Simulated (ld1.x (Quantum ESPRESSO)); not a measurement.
# What the settings do to the TM potential of ruthenium

Base potential:

ruthenium, norm-conserving Troullier–Martins (Kleinman–Bylander form), made with ld1.x (Quantum ESPRESSO) 7.5 (BP86, fully relativistic). Core [Ar] 3d10 4s2, reference 4p6 4d7 5s1 5p0. Waves: 4p (bound): rc 1.95 bohr; 4d (bound): rc 2.00 bohr; 5s (bound): rc 2.25 bohr. Local part: the s channel. Core correction: none.

Open shells are filled in proportion to 2j + 1 (rel_dist='average').

Cutoffs, loose and tight: the cutoffs (Ry, on a coarse ladder) from which the occupation-weighted sum of valence levels, in a spherical-Bessel basis at the reference potential, stays within 10 and 1 mRy of its value at 400 Ry. They do not see the model core or the augmentation charge, which bear on the density cutoff. Test errors are all-electron minus pseudo excitation energies from the reference, over the configurations 4p6 4d7 5s0 5p0; 4p6 4d6 5s0 5p0; 4p6 4d5 5s0 5p0; 4p6 4d4 5s0 5p0; 4p6 4d6 5s2 5p0; 4p5 4d7 5s1 5p0; 4p6 4d7 5s0 5p1. A dash means not determined; rows that change the core or the reference have their own tests. The largest error is taken over the tests solved by every variant that gives reliable tests at all: 4p5 4d7 5s1 5p0; 4p6 4d4 5s0 5p0; 4p6 4d5 5s0 5p0; 4p6 4d7 5s0 5p0.

A true bound ghost makes a file unfit for plane-wave use even where its test errors are small: the radial tests pick states by their node count and pass the ghost by.

Cutoffs are not given where the Bessel-basis levels miss the radial ones by over 6 mRy, ghosts where they miss by over 20 mRy; a channel whose overlap is not positive is not tested.

```tsv
change	outcome	cutoff, loose	cutoff, tight	bound ghosts	largest test error (meV)
base	generated	45 Ry	70 Ry	none	-681
wave 5s (bound): rc 2.25 bohr becomes 5s (bound): rc 1.92 bohr	generated	45 Ry	70 Ry	none	-592
wave 5s (bound): rc 2.25 bohr becomes 5s (bound): rc 2.20 bohr	generated	45 Ry	70 Ry	none	-678
wave 5s (bound): rc 2.25 bohr becomes 5s (bound): rc 2.38 bohr	generated	45 Ry	70 Ry	none	-680
wave 5s (bound): rc 2.25 bohr becomes 5s (bound): rc 2.58 bohr	generated	45 Ry	70 Ry	none	-677
wave 5s (bound): rc 2.25 bohr becomes 5s (bound): rc 2.82 bohr	generated	45 Ry	70 Ry	none	-701
wave 5s (bound): rc 2.25 bohr becomes 5s (bound): rc 3.08 bohr	generated	45 Ry	70 Ry	none	-760
wave 5s (bound): rc 2.25 bohr becomes 5s (bound): rc 3.32 bohr	generated	45 Ry	70 Ry	none	-864
```

(1) What comes out with this change to the base: wave 5s (bound): rc 2.25 bohr becomes 5s (bound): rc 1.48 bohr?

(2) What comes out with this change to the base: wave 5s (bound): rc 2.25 bohr becomes 5s (bound): rc 1.72 bohr?

Answers

(1) outcome: generated, misses its reference levels by 0.28 eV; bound ghosts: s (extra level of the local part); largest test error (meV): -631.

(2) outcome: generated; cutoff, loose: 50 Ry; cutoff, tight: 80 Ry; bound ghosts: none; largest test error (meV): +868.

Reading the sweep of the s radius (base included, trends over the rows without a ghost): The loose cutoff stays near 45 Ry. The median size of the test errors (rows with all tests solved) is not monotonic: lowest 129.9 meV at 1.92 bohr, highest 292.7 meV at 2.82 bohr. Bound ghosts are found at 1.48 bohr.
